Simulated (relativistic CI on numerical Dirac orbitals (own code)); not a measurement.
Radial parameters of Cd XXXVIII

Calculated at this level of theory: Dirac-Coulomb-Breit CI, separate exchange-only KLI orbitals for each configuration, model QED (radiative potential, 1s self-energy scaled to tabulated hydrogen-like ionisation energies), unscaled Slater integrals (own radial code, finite nucleus).

Slater integrals F^k, G^k are unscaled and averaged over j, outside the closed core [Ne]; ζ comes from projecting the Hamiltonian with its Breit term on Σ l·s of the shell.

- 3p: ζ(3p) = 267580 cm⁻¹; <r>(3p) = 0.3002, <r^2>(3p) = 0.1039 (bohr units).
- 3d: ζ(3d) = 34676 cm⁻¹; <r>(3d) = 0.2637, <r^2>(3d) = 0.08 (bohr units).
- 4p: ζ(4p) = 108410 cm⁻¹; <r>(4p) = 0.5665, <r^2>(4p) = 0.3645 (bohr units).

Averages of the first 10 configurations, taken without configuration mixing, which lowers the lowest level and can move excited configurations by several eV; other configurations of the list can lie among them:

```json
{"Configuration": "3s", "Parity": "even", "States": "2", "Average energy above the lowest level (eV)": "0.0"}
{"Configuration": "3p", "Parity": "odd", "States": "6", "Average energy above the lowest level (eV)": "118.1"}
{"Configuration": "3d", "Parity": "even", "States": "10", "Average energy above the lowest level (eV)": "250.5"}
{"Configuration": "4s", "Parity": "even", "States": "2", "Average energy above the lowest level (eV)": "1141.7"}
{"Configuration": "4p", "Parity": "odd", "States": "6", "Average energy above the lowest level (eV)": "1190.1"}
{"Configuration": "4d", "Parity": "even", "States": "10", "Average energy above the lowest level (eV)": "1240.9"}
{"Configuration": "4f", "Parity": "odd", "States": "14", "Average energy above the lowest level (eV)": "1265.5"}
{"Configuration": "5s", "Parity": "even", "States": "2", "Average energy above the lowest level (eV)": "1647.3"}
{"Configuration": "5p", "Parity": "odd", "States": "6", "Average energy above the lowest level (eV)": "1671.6"}
{"Configuration": "5d", "Parity": "even", "States": "10", "Average energy above the lowest level (eV)": "1696.6"}
```
